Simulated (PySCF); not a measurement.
Can point charges reproduce the dipole moment of `FC[C@@H](F)[C@H](F)CF`?

Coordinates (GFN2-xTB, Å) and charges (e) from the PBE0/pcSseg-1 density (PySCF):

```tsv
atom	x	y	z	Mulliken	IAO	Hirshfeld	ESP-fitted
F1	1.260	-0.435	1.551	-0.3406	-0.3279	-0.1057	-0.2246
C2	1.404	0.500	0.556	+0.1570	+0.0172	+0.0189	+0.0250
C3	0.734	0.035	-0.736	+0.1219	+0.1506	+0.0470	+0.2227
F4	1.593	-0.802	-1.411	-0.3271	-0.3202	-0.1133	-0.2557
C5	-0.583	-0.711	-0.489	+0.1218	+0.1507	+0.0471	+0.1952
F6	-1.206	-0.913	-1.700	-0.3271	-0.3202	-0.1133	-0.2502
C7	-1.528	0.050	0.438	+0.1569	+0.0172	+0.0190	-0.0036
F8	-1.477	1.400	0.195	-0.3406	-0.3279	-0.1055	-0.2177
H9	0.955	1.428	0.918	+0.1267	+0.1557	+0.0479	+0.0753
H10	2.477	0.629	0.388	+0.1354	+0.1620	+0.0551	+0.1005
H11	0.558	0.894	-1.395	+0.1266	+0.1625	+0.0499	+0.0639
H12	-0.376	-1.707	-0.079	+0.1267	+0.1625	+0.0500	+0.0719
H13	-2.558	-0.270	0.257	+0.1355	+0.1620	+0.0552	+0.1124
H14	-1.255	-0.100	1.485	+0.1269	+0.1557	+0.0479	+0.0849
```

Problem. Compute μ = Σ q r for each scheme (1 e·Å = 4.803 D) and compare with the dipole of the full density.

Solution. The full density gives (-0.19, 0.82, 1.50) D, 1.72 D in size; dipole vectors point from the negative to the positive end.

| scheme | μx | μy | μz | size (D) | share of the full size (%) | angle to the full dipole (°) |
| --- | --- | --- | --- | --- | --- | --- |
| Mulliken | -0.39 | 1.68 | 3.05 | 3.50 | 204 | 0 |
| IAO | -0.30 | 1.31 | 2.38 | 2.73 | 159 | 0 |
| Hirshfeld | -0.13 | 0.55 | 0.99 | 1.14 | 66 | 0 |
| ESP-fitted | -0.20 | 0.84 | 1.52 | 1.75 | 102 | 0 |

Problem. Which set comes closest?

Solution. Length of the difference vector: ESP-fitted 0.03 D, Hirshfeld 0.58 D, IAO 1.02 D, Mulliken 1.79 D. Closest: ESP-fitted. ESP charges are fitted to the potential around the molecule, whose slowest-falling term is the dipole's. The schemes that divide the density aren't constrained to reproduce the dipole.

Problem. What is left for the Hirshfeld atoms' own dipoles?

Solution. The Hirshfeld atoms' densities add up to the full density, so μ = Σ q r + Σ (atomic dipoles). The atomic dipoles sum to (-0.19, 0.82, 1.50) − (-0.13, 0.55, 0.99) = (-0.06, 0.27, 0.51) D, 0.58 D in size.

Problem. With the origin at the mean of the coordinates, (0.000, 0.000, -0.002) Å, which are the largest single terms, by size, of the Mulliken dipole along the direction of the full one?

Solution. F4 +2.81, F6 +2.80, F8 -1.65, F1 -1.64, H14 +0.84 D; all 14 atoms together +3.50 D. The single terms depend on the origin, their sum doesn't.

Problem. Give the size of the full dipole in other units.

Solution. 1.72 D = 0.676 au = 0.358 e·Å = 5.73 × 10⁻³⁰ C·m.

The structure is a single GFN2-xTB conformer in the gas phase; no vibrational or solvent corrections.

These values come from a run that also computed NMR shieldings. Time: 36 s of wall time; peak memory 0.74 GiB. Hardware: one thread, Arm Neoverse N1 (aarch64) (shared host).

The values belong to the conformer `[F:1][CH2:2][C@@H:3]([F:4])[C@H:5]([F:6])[CH2:7][F:8]`: F1–C2–C3–F4 -83°, C2–C3–C5–F6 171°, C3–C5–C7–F8 38°.
